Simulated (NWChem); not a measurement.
Species: C2H4Br2; SMILES BrC(Br)C

Computed with NWChem. Pople sets run with spherical d functions. This build's default masses of Se (78.918 u) and Br (79.917 u) are each other's, which moves their modes by up to 0.6 %. Each level has its own optimisation; frequencies are unscaled. Brackets give each atom's bonded neighbours.

For level Hartree-Fock/6-31G*:

```yaml
r C–H [C(CHHH)–H(C)] (Å): 1.083
r C–H [C(BrBrCH)–H(C)] (Å): 1.073
highest harmonic frequency (cm⁻¹): 3382
lowest (cm⁻¹): 184
zero-point energy (kcal/mol): 38.0
dipole (D): 2.26
```

### Question
How do the values read with level LDA (Slater exchange, VWN5)/def2-SVP instead?

### Answer
r C–H [C(CHHH)–H(C)] (Å): 1.111
r C–H [C(BrBrCH)–H(C)] (Å): 1.107
highest harmonic frequency (cm⁻¹): 3087
lowest (cm⁻¹): 167
zero-point energy (kcal/mol): 34.0
dipole (D): 1.80
